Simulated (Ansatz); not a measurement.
Molecule: CuBr₂ (charge 0, doublet). The spin state was set by rule; other spins were not relaxed. 
Structure (B3LYP-D3(BJ)/def2-TZVP (Ansatz, a program for electronic structure) minimum search):
```
Cu
Br 1 2.2242
Br 1 2.2242 2 180.00
```
Charge 0, spin multiplicity 2.

Quantity: atomisation energy (electronic, to ground-state atoms), in kcal/mol. Cores are frozen in the correlated levels unless marked. UHF or UKS for open shells. No spin-orbit coupling. The frozen core is the preceding noble-gas configuration, with the filled d and f shells of earlier blocks. Non-relativistic. FCI takes restricted orbitals. 

```
level                             program  atomisation energy (kcal/mol)
-------------------------  --------------  -----------------------------
B97M-V/def2-TZVPD                  Ansatz                          133.9
PBE0-D4/def2-TZVPD         Ansatz + dftd4                          127.5
r2SCAN0-D4/def2-TZVPD      Ansatz + dftd4                          129.0
HSE06/def2-TZVPD                   Ansatz                          126.3
LC-wPBE-D3(BJ)/def2-TZVPD  Ansatz + dftd3                          119.6
B2PLYP/def2-TZVPD                  Ansatz                          105.1
MP2/STO-3G                         Ansatz                          123.8
CCSD(T)/def2-SVP                   Ansatz                          111.2
FCI/STO-3G                         Ansatz                          137.7
```

The Hartree-Fock reference is unstable (checked in the largest basis), which strains HF and MP2. The T1 diagnostic of CCSD in the largest basis is 0.063, which is high, so the coupled-cluster rows are less sure than usual.
